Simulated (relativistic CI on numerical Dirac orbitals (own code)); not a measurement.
# Sensitivity of the levels of Ir15+ to α and to the nuclear radius

Calculated at this level of theory: Dirac-Coulomb-Breit CI, separate exchange-only KLI orbitals for each configuration, derivatives by finite differences, unscaled Slater integrals, QED left out (own radial code, finite nucleus).

Configurations in the expansion (outside the closed core [Kr] 4d10): 4f14.5s2, 4f14.5s.5p, 4f13.5s2.5p, 4f14.5s.5d, 4f13.5s2.5d, 4f14.5p2, 4f13.5p3, 4f13.5p2.5d. Double excitations out of closed p, d and f shells are left out; levels of such configurations are missing from the list, as are those of other unlisted configurations, and high levels can miss mixing partners.

With x = (α/α₀)² − 1 an excitation energy changes as ω = ω₀ + qx; K = 2q/ω₀ is the relative enhancement. Terms are leading LS components, so labels can repeat. The field-shift factor is F = δν/δ⟨r²⟩ for the transition from the lowest level.

Lowest level 4f14.5s2 1S_0.

```csv
Level,ω₀ (cm⁻¹),q (cm⁻¹),F (GHz/fm²)
4f13.5s2.5p 3D_3,207423,-312600,75.4
4f13.5s2.5p 3G_4,211193,-312800,75.5
4f13.5s2.5p 3G_3,232503,-291500,77.1
4f13.5s2.5p 3F_2,240343,-288100,76.4
4f14.5s.5p 3P°_0,266956,45200,-481
4f14.5s.5p 3P°_1,289408,57230,-484
4f13.5s2.5p 3G_5,358672,-117900,38.2
4f13.5s2.5p 3D_2,362102,-116000,38.2
4f13.5s2.5p 1F_3,369095,-118700,38.4
4f13.5s2.5p 3D_1,375852,-95710,39.8
4f13.5s2.5p 3F_4,375972,-117000,38.2
4f13.5s2.5p 3G_4,387419,-95780,39.7
4f13.5s2.5p 3F_2,395490,-96910,39.5
4f13.5s2.5p 3F_3,399257,-95590,39.8
4f14.5s.5p 3P°_2,420637,239800,-517
4f14.5s.5p 1P°_1,491632,227700,-506
4f14.5p2 3P_0,627564,106200,-974
4f14.5p2 3P_1,756038,290700,-1010
4f14.5p2 1D_2,758822,289100,-979
4f13.5s2.5d 3P°_2,855280,-101000,43.9
4f13.5s2.5d 3H°_5,864312,-102700,44.1
4f13.5s2.5d 3D°_3,871490,-102400,44.1
4f13.5s2.5d 3G°_4,874903,-101400,44.2
```

At this charge transitions that keep the count of f electrons are usually good to a few per cent. Levels and lines within the n = 5 or 6 shells can be off by up to 10 % or somewhat more, and those that change n by about 2 %, since core polarisation is missing. Levels that differ in their count of f electrons can be misplaced by several ten thousand cm⁻¹, since the correlation energy of f electrons is missing or only estimated; rates across such gaps can be off by orders of magnitude.

**Question.** Which transition from the lowest level has the largest |K|?

**Answer.** 4f13.5s2.5p 3D_3 at 207423 cm⁻¹, K = -3.01.
